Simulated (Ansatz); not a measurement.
Reaction (homolysis of the S–Si bond): `C[SiH](F)S[SiH](O)O` → `C[SiH](F)[S]`• + `O[SiH]O`•

Program: Ansatz. Geometries: PBE0-D4/def2-TZVP. ΔE: electronic, gas phase. CBS: MP2 limit from def2 TZ/QZ plus the TZ coupled-cluster correction, frozen cores. Functionals use def2-TZVPP. No spin–orbit coupling; open shells (•) take unrestricted orbitals. One conformer a species, not always the lowest.

`C[SiH](F)S[SiH](O)O`:

```xyz
14

C    -0.047    0.257   -2.781
Si    0.091   -0.381   -1.052
F    -1.247   -1.214   -0.700
S     0.235    1.265    0.278
Si    0.463    0.207    2.137
O    -0.191    1.157    3.291
O    -0.180   -1.287    2.011
H    -0.188   -0.570   -3.480
H     0.864    0.792   -3.059
H    -0.891    0.942   -2.877
H     1.211   -1.328   -0.864
H     1.870    0.024    2.522
H    -1.041    1.565    3.120
H    -0.950   -1.429    1.455
```

`C[SiH](F)[S]`•:

Z-matrix (Å, degrees):
```
C
Si 1 1.856
H 1 1.093 2 109.4
H 1 1.091 2 110.6 3 120.0
H 1 1.092 2 110.8 3 -119.4
F 2 1.600 1 107.9 3 54.3
S 2 2.109 1 110.2 3 177.2
H 2 1.485 1 114.1 3 -63.9
```

`O[SiH]O`•:

```xyz
6

O    -0.510    0.924   -0.728
Si    0.189    0.129    0.541
O     0.568   -1.382    0.028
H    -0.507    1.882   -0.698
H    -0.775   -0.096    1.663
H     1.036   -1.459   -0.806
```

CCSD(T)/CBS gives +423.6 kJ/mol.

Task: Another level gave +400.5 kJ/mol. Which?
A. r2SCAN-D4/def2-TZVPP
B. r2SCAN/def2-TZVPP
C. ωB97M-V/def2-TZVPP
D. PBE0-D4/def2-TZVPP

Result: A. r2SCAN-D4 400.5, r2SCAN 396.4, PBE0-D4 408.8, ωB97M-V 425.7 kJ/mol.

Largest T1 diagnostic among the species: 0.015.

The D4 term adds +24.1 kJ/mol with B3LYP and +13.2 kJ/mol with PBE0; it sums over pairs of atoms, weighted by their polarisabilities, and B3LYP, whose exchange is more repulsive, gets the larger term. From PBE to PBE0 (25 % exact exchange), in def2-TZVPP and without D4, ΔE moves by +8.2 kJ/mol. In def2-TZVPP, CCSD(T) changes the Hartree–Fock value by +109.8 kJ/mol (the triples alone add +11.6 kJ/mol) and MP2 by +129.9 kJ/mol; breaking electron pairs costs correlation energy, which Hartree–Fock lacks.

B3LYP here is the variant with VWN-RPA as its local correlation; programs differ in this.
